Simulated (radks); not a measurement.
Species: Hf. Configuration: [Xe] 4f13 5d3 6s2 (not the ground configuration). Method: Dirac Kohn-Sham, PBEsol, spin-unpolarised, spherical densities, finite nucleus; open shells fill j = l - 1/2 first; Fermi nuclear charge, rms radius 5.347 fm; computed with a radial shooting solver on a logarithmic mesh with Libxc functionals. Some entries of the table are withheld. Estimate them.

| orbital | occ. | eigenvalue (Ry) | <r^2> (bohr^2) | <1/r> (bohr^-1) |
|---|---|---|---|---|
| 1s1/2 | 2 | -4789.266 | 0.0004955 | 83.75 |
| 2s1/2 | 2 | -819.1127 | 0.007588 | 20.30 |
| 2p1/2 | 2 | (1) | 0.005435 | 20.28 |
| 2p3/2 | 4 | (2) | 0.006641 | 17.22 |
| 3s1/2 | 2 | -187.1665 | 0.04973 | 7.446 |
| 3p1/2 | 2 | (3) | 0.04574 | 7.364 |
| 3p3/2 | 4 | (4) | 0.05241 | 6.578 |
| 3d3/2 | 4 | -124.5686 | 0.04082 | 6.470 |
| 3d5/2 | 6 | -120.4778 | 0.04266 | 6.282 |
| 4s1/2 | 2 | -38.19105 | 0.2472 | 3.128 |
| 4p1/2 | 2 | -31.52572 | 0.2559 | 3.019 |
| 4p3/2 | 4 | -27.20923 | 0.2921 | 2.745 |
| 4d3/2 | 4 | (5) | 0.3217 | 2.529 |
| 4d5/2 | 6 | (6) | 0.3356 | 2.463 |
| 5s1/2 | 2 | -5.18218 | 1.411 | 1.202 |
| 5p1/2 | 2 | -3.25087 | (7) | 1.072 |
| 5p3/2 | 4 | -2.64419 | (8) | 0.9738 |
| 4f5/2 | 6 | -1.84969 | 0.5316 | 1.977 |
| 4f7/2 | 7 | -1.71545 | 0.5506 | 1.948 |
| 6s1/2 | 2 | (9) | 12.78 | 0.3780 |
| 5d3/2 | 3 | -0.28574 | 6.073 | 0.6031 |
| 5d5/2 | 0 | -0.24477 | 6.723 | 0.5759 |

Answer. 
(1) 2p1/2 eigenvalue (Ry): -782.5613
(2) 2p3/2 eigenvalue (Ry): -695.0239
(3) 3p1/2 eigenvalue (Ry): -170.9166
(4) 3p3/2 eigenvalue (Ry): -152.1629
(5) 4d3/2 eigenvalue (Ry): -16.23006
(6) 4d5/2 eigenvalue (Ry): -15.43630
(7) 5p1/2 <r^2> (bohr^2): 1.750
(8) 5p3/2 <r^2> (bohr^2): 2.064
(9) 6s1/2 eigenvalue (Ry): -0.38771
